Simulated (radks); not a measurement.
Task: The tantalum ion Ta5+ is in [Xe] 4f14. All-electron calculation, scalar-relativistic Kohn-Sham, PBEsol, spin-polarised, spherical densities, finite nucleus; Fermi nuclear charge, rms radius of each element as measured or else 0.836 A^(1/3) + 0.57 fm. Program: a radial shooting solver on a logarithmic mesh with Libxc functionals. Open shells are filled with parallel spins first. One electron is removed from 5p, 4f, 4d, 5s in turn, with full relaxation. Which removal costs least, and what does each cost?

Result: 4f 95.116 eV; 5p 103.48 eV; 5s 139.13 eV; 4d 293.40 eV. The 4f electron leaves first.
